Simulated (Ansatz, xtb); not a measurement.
Breaking the Ge1–H3 bond in GeH4Se (SMILES [GeH3][SeH]) (multiplicity 1 held, fragments rigid). Energies count from the point at 1.537 Å.
Geometry at that point (charge 0, multiplicity 1):
```xyz
6

Ge    -1.09101     0.39860     0.13876
Se     1.11270    -0.44681    -0.15691
H     -1.31022     1.64312    -0.73591
H     -2.01229    -0.74392    -0.30936
H     -1.33949     0.74448     1.61543
H      1.74281     0.79295     0.32474
```

U- levels take the lowest unrestricted solution at each point, which mixes spins at long bonds. Active spaces are followed from a long bond inwards. Curves can end on different states.

Frozen-core correlation. Filled d and f shells under p-block atoms count as core.

The values were computed with Ansatz (a first-principles code) with Gaussian orbitals; xtb for the GFN methods. Each number belongs to the level named beside it. The GFN methods have no spin term and hold the electronic entropy of 300 K.

Q: Give the energy at R = 4.918 Å at the level GFN2-xTB.

A: 88.4 kcal/mol

Q: What is the computed energy at R = 4.918 Å (FIC-MRCISD+Q on CASSCF(2,2)/cc-pVDZ)?

A: 82.7 kcal/mol

Q: Give the energy at R = 4.918 Å at the level U-CCSD/cc-pVDZ.

A: 82.3 kcal/mol

Doubts at one or more of the structures used: a spin-contaminated determinant (U-CCSD/cc-pVDZ).
